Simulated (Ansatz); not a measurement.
Computed with Ansatz on PBE0-D4/def2-TZVP structures; ΔE is electronic, products minus reactants. CBS: MP2 limit from def2 TZ/QZ plus the TZ coupled-cluster correction, frozen cores. For Ge outer-core shells are correlated without core-valence functions, which leaves a few kJ/mol of doubt a bond. Scalar relativity is left out up to krypton. Each species was taken in one conformer, which may not be the lowest.

Reaction (cleavage of the Si–Ge bond): `[SiH3][GeH2][SiH2][GeH2][SiH2][GeH3]` + `O[SiH2][NH][AlH2]` → `[AlH2][NH][SiH2]O[SiH3]` + `[GeH3][SiH2][GeH2][SiH2][GeH3]`

| species | CCSD(T)/CBS(def2) energy (Eh) |
| --- | --- |
| `[SiH3][GeH2][SiH2][GeH2][SiH2][GeH3]` | -7104.00499 |
| `O[SiH2][NH][AlH2]` | -664.68190 |
| `[AlH2][NH][SiH2]O[SiH3]` | -955.00198 |
| `[GeH3][SiH2][GeH2][SiH2][GeH3]` | -6813.71487 |

(1) Work out ΔE.

Largest T1 diagnostic among the species: 0.013.

Answers

(1) ΔE = (-955.00198) + (-6813.71487) − (-7104.00499) − (-664.68190) = -0.02996 Eh = -0.82 eV.

From BLYP to BHLYP (50 % exact exchange), in def2-TZVPP and without D4, ΔE moves by −0.14 eV. In def2-TZVPP, CCSD(T) changes the Hartree–Fock value by +0.37 eV (the triples alone add +0.05 eV) and MP2 by +0.34 eV. The D4 term adds +0.08 eV with B3LYP and +0.05 eV with PBE0; it sums over pairs of atoms, weighted by their polarisabilities, and B3LYP, whose exchange is more repulsive, gets the larger term.

B3LYP here is the variant with VWN-RPA as its local correlation; programs differ in this.
